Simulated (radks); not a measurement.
Initial-state core-level shifts of the chromium ion Cr2+ when its valence configuration changes from [Ar] 3d4. Calculated with a radial shooting solver on a logarithmic mesh with Libxc functionals: scalar-relativistic Kohn-Sham, BLYP, spin-polarised, spherical densities, finite nucleus; open shells are filled with parallel spins first; Fermi nuclear charge, rms radius 3.6452 fm. Shifts are changes of the shell-averaged eigenvalues in eV (positive: less bound); the change of the density at the nucleus, which sets a Mossbauer isomer shift, is in e/bohr^3, on a base of 1.151e+04.

[
 {"valence": "3d3 4p1", "2s": "-9.346", "2p": "-9.250", "3s": "-8.008", "3p": "-7.746", "density at nucleus": "+2.050"},
 {"valence": "3d3.5 4p0.5", "2s": "-4.518", "2p": "-4.472", "3s": "-3.926", "3p": "-3.801", "density at nucleus": "+0.939"},
 {"valence": "3d2 4p2", "2s": "-19.897", "2p": "-19.690", "3s": "-16.549", "3p": "-15.993", "density at nucleus": "+4.797"},
 {"valence": "3d2.5 4s1 4p0.5", "2s": "-13.337", "2p": "-13.193", "3s": "-11.075", "3p": "-10.679", "density at nucleus": "+12.243"},
 {"valence": "3d3 4s1", "2s": "-8.182", "2p": "-8.091", "3s": "-6.823", "3p": "-6.570", "density at nucleus": "+10.441"},
 {"valence": "3d2 4s1 4p1", "2s": "-18.784", "2p": "-18.585", "3s": "-15.442", "3p": "-14.897", "density at nucleus": "+14.262"},
 {"valence": "3d3.5 4s0.5", "2s": "-3.930", "2p": "-3.885", "3s": "-3.320", "3p": "-3.198", "density at nucleus": "+4.923"},
 {"valence": "3d1 4s1 4p2", "2s": "-30.499", "2p": "-30.181", "3s": "-24.437", "3p": "-23.585", "density at nucleus": "+18.880"},
 {"valence": "3d2 4s2", "2s": "-17.807", "2p": "-17.618", "3s": "-14.505", "3p": "-13.975", "density at nucleus": "+22.988"}
]
